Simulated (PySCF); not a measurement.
Partial charges of `C=CC[C@H](N)CCN`

Compound: C6H14N2.
Structure used (GFN2-xTB), in Å, numbered top down from 1:
```xyz
22
C6H14N2 angstrom
C     -3.5689    0.2806   -0.2631
C     -2.6215   -0.4267    0.3252
C     -1.2916   -0.7349   -0.2805
C     -0.1504   -0.0113    0.4762
N     -0.2558    1.4360    0.4206
C      1.2081   -0.4390   -0.0824
C      2.3658    0.1605    0.7125
N      3.6247   -0.1234    0.0394
H     -3.4496    0.6686   -1.2622
H     -4.5086    0.4920    0.2186
H     -2.7685   -0.8025    1.3303
H     -1.2738   -0.4259   -1.3286
H     -1.1127   -1.8115   -0.2337
H     -0.2044   -0.2885    1.5371
H     -0.1724    1.7504   -0.5412
H     -1.1631    1.7337    0.7634
H      1.2983   -0.1085   -1.1188
H      1.2814   -1.5288   -0.0686
H      2.2398    1.2443    0.7508
H      2.3285   -0.2215    1.7473
H      4.3960    0.3009    0.5428
H      3.7882   -1.1252    0.0121
```

Density: PBE0/pcSseg-1 (PySCF); schemes: Mulliken, IAO, Hirshfeld and ESP-fitted. The structure is a single GFN2-xTB conformer in the gas phase; no vibrational or solvent corrections.

**Question.** For which atoms does the sign change between the 4 schemes (beyond +0.03 e in one, beyond −0.03 e in another)?

**Answer.** C2, C4, C7 and H20.

**Question.** At which atom do the 4 schemes differ most?

**Answer.** At N5: from -1.052 (ESP-fitted) to -0.228 e (Hirshfeld), 0.824 e apart.

**Question.** Tabulate the Mulliken, IAO, Hirshfeld and ESP-fitted charges.

**Answer.** In e:

```tsv
atom	environment	Mulliken	IAO	Hirshfeld	ESP-fitted
C1	terminal =CH2 carbon	-0.148	-0.329	-0.107	-0.590
C2	alkene CH carbon	-0.244	-0.129	-0.036	+0.098
C3	allylic carbon	-0.102	-0.280	-0.078	-0.412
C4	sp3 carbon bound to nitrogen	-0.182	+0.009	+0.024	+0.299
N5	primary amine nitrogen	-0.411	-0.576	-0.228	-1.052
C6	chain CH2 carbon	-0.192	-0.257	-0.074	-0.240
C7	sp3 carbon bound to nitrogen	-0.035	-0.140	-0.032	+0.472
N8	primary amine nitrogen	-0.458	-0.580	-0.245	-1.006
H9	vinylic hydrogen	+0.106	+0.142	+0.042	+0.222
H10	vinylic hydrogen	+0.115	+0.150	+0.044	+0.204
H11	vinylic hydrogen	+0.102	+0.140	+0.044	+0.089
H12	methylene hydrogen	+0.105	+0.129	+0.037	+0.139
H13	methylene hydrogen	+0.121	+0.139	+0.041	+0.122
H14	methine hydrogen	+0.116	+0.125	+0.034	+0.075
H15	N–H hydrogen	+0.164	+0.234	+0.105	+0.406
H16	N–H hydrogen	+0.177	+0.244	+0.097	+0.397
H17	methylene hydrogen	+0.112	+0.133	+0.034	+0.089
H18	methylene hydrogen	+0.108	+0.123	+0.035	+0.063
H19	methylene hydrogen	+0.129	+0.151	+0.032	+0.021
H20	methylene hydrogen	+0.091	+0.098	+0.021	-0.099
H21	N–H hydrogen	+0.166	+0.241	+0.107	+0.352
H22	N–H hydrogen	+0.161	+0.233	+0.102	+0.351
```

Mean size of the charges over all atoms: ESP-fitted 0.309 e, IAO 0.208 e, Mulliken 0.161 e, Hirshfeld 0.073 e. Each set sums to the total charge, 0, to within 0.001 e. The ESP scheme fits charges at the nuclei, held to the total charge, to the electrostatic potential on points at 1.4 to 2.0 times the van der Waals radii. The Mulliken scheme counts on each atom the diagonal of the density matrix times the overlap matrix over that atom's basis functions.

**Question.** Sum the charges by element.

**Answer.** 
```
element  atoms  Mulliken     IAO  Hirshfeld  ESP-fitted
      C      6    -0.902  -1.127     -0.303      -0.373
      N      2    -0.869  -1.156     -0.473      -2.058
      H     14    +1.771  +2.283     +0.777      +2.430
```

**Question.** How many electrons does the IAO scheme count on C1?

**Answer.** Z − q = 6 − (-0.329) = 6.329.

**Question.** How closely do the schemes follow one another over all atoms?

**Answer.** Correlation coefficient and root-mean-square difference: IAO with Hirshfeld 0.98, 0.157 e; Mulliken with IAO 0.94, 0.095 e; Mulliken with Hirshfeld 0.92, 0.107 e; Hirshfeld with ESP-fitted 0.92, 0.329 e; IAO with ESP-fitted 0.87, 0.230 e; Mulliken with ESP-fitted 0.78, 0.291 e.

These values come from a run that also computed NMR shieldings. Hardware: one thread of an x86-64 server (shared host). Cost: 49 s of wall time.
